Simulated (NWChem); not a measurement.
InH2I; SMILES [InH2][I]

```xyz
4

In     0.0000     0.0000    -1.3700
H      0.0000     1.5889    -2.0562
H      0.0000    -1.5889    -2.0562
I      0.0000     0.0000     1.3442
```
Atoms are numbered in this order, from 1.

Computed with NWChem. All runs use the structure optimised with PBE-D3(BJ)/def2-SVP. def2 effective core potentials on In, I; no spin-orbit coupling. B3LYP is NWChem's, with the RPA form of VWN correlation. Vertical excitations in the gas phase; the lowest state need not have the same character in each row.

```
level                                      lowest excitation, singlet (eV)  oscillator strength of that lowest state  lowest state with f > 0.02, singlet (eV)  oscillator strength of that bright state  orbital gap (eV)
-----------------------------------------  -------------------------------  ----------------------------------------  ----------------------------------------  ----------------------------------------  ----------------
PBE/def2-SVP, TDA                                                     3.33                                     0.000                                      4.06                                     0.048              3.29
B3LYP/def2-SVP, TDA                                                   3.66                                     0.000                                      4.32                                     0.044              4.58
LDA (Slater exchange, VWN5)/def2-SVP, TDA                             3.22                                     0.000                                      4.00                                     0.049              3.16
CAM-B3LYP/def2-SVP, TDA                                               4.15                                     0.000                                      4.77                                     0.036              7.11
```
